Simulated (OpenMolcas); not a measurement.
**Si2+: effect of the active space**

* Program: OpenMolcas 26.06
* Method: SS-CASPT2 or its RAS form, IPEA 0.25 Eh, imaginary shift 0.1 Eh
* Basis: ANO-RCC-VQZP
* Scalar Hamiltonian: DKH2, point nucleus
* Spin-orbit coupling: state interaction with AMFI integrals over the reference wave functions, term energies averaged over their components

A. 2 electrons in 4 orbitals (3s 3p); 2S+1 = 3 even, 3 roots; 2S+1 = 1 even, 7 roots; 2S+1 = 3 odd, 3 roots; 2S+1 = 1 odd, 3 roots; closed shells correlated: 2s 2p; CASPT2 step of the order of 1.9 core-seconds
B. 2 electrons in 8 orbitals (3s 3p 4s 4p); 2S+1 = 3 even, 3 roots; 2S+1 = 1 even, 7 roots; 2S+1 = 3 odd, 3 roots; 2S+1 = 1 odd, 3 roots; closed shells correlated: 2s 2p; CASPT2 step of the order of 6 core-seconds
C. 2 electrons in 9 orbitals (RAS2 3s 3p; RAS3 3d, at most 2 electrons); 2S+1 = 3 even, 3 roots; 2S+1 = 1 even, 7 roots; 2S+1 = 3 odd, 3 roots; 2S+1 = 1 odd, 3 roots; closed shells correlated: 2s 2p; CASPT2 step roughly 9 core-seconds

Energies in eV above 3s² ¹S₀, the measured ground level; measured values from NIST levels in Kelleher and Podobedova, J. Phys. Chem. Ref. Data 37, 1285 (2008).

```csv
Level,A,B,C,Measured
3s² ¹S₀,0.0000,0.0000,0.0000,0.0000
3s 3p ³P°₀,6.456,6.465,6.438,6.5370
3s 3p ³P°₁,6.470,6.479,6.452,6.5530
3s 3p ³P°₂,6.497,6.506,6.479,6.5854
3s 3p ¹P°₁,10.492,10.452,10.295,10.2764
```

Deviations, from unrounded energies. A percentage is the sum of absolute deviations over the sum of measured energies, with the sign that they share, or ± where signs differ.

```
           Against measurement  Levels     A     B     C
mean absolute deviation (cm-1)       4   950   810   660
      other configurations (%)       4  ±1.6  ±1.3  ±1.1
```

C lies closest to measurement on these levels and A furthest from it. The largest miss of C in the table is 3s 3p ³P°₂, by -860 cm-1. The ranking rests on the paired levels alone, and a cruder setting can come out closer through cancelling errors.

Among A to C the level of the table that moves most is 3s 3p ¹P°₁, by 1600 cm-1 (lowest in C, highest in A).

Over all roots computed the reference weight is 0.92 to 0.99 in A, 0.90 to 0.99 in B; the roots of lowest weight are the least certain, and an intruder state may touch them. The run also gave levels led by 3s 4s, which use shells meant for correlation; these and all levels above them are left out (holds for B). Active for correlation alone: 3d; no level in the range computed is led by a configuration that fills it, so any true level of that kind is missing (holds for C). Measured partners are found by configuration, term and J. A level has none where our copy of the source lacks it or the pairing is in doubt (some pairs that miss far off the trend of their configuration count as doubtful), and it then counts in no deviation. Levels of configurations outside the active space are missing. The table leaves out levels that lie high or whose names do not pair safely across all columns.

° marks odd parity.
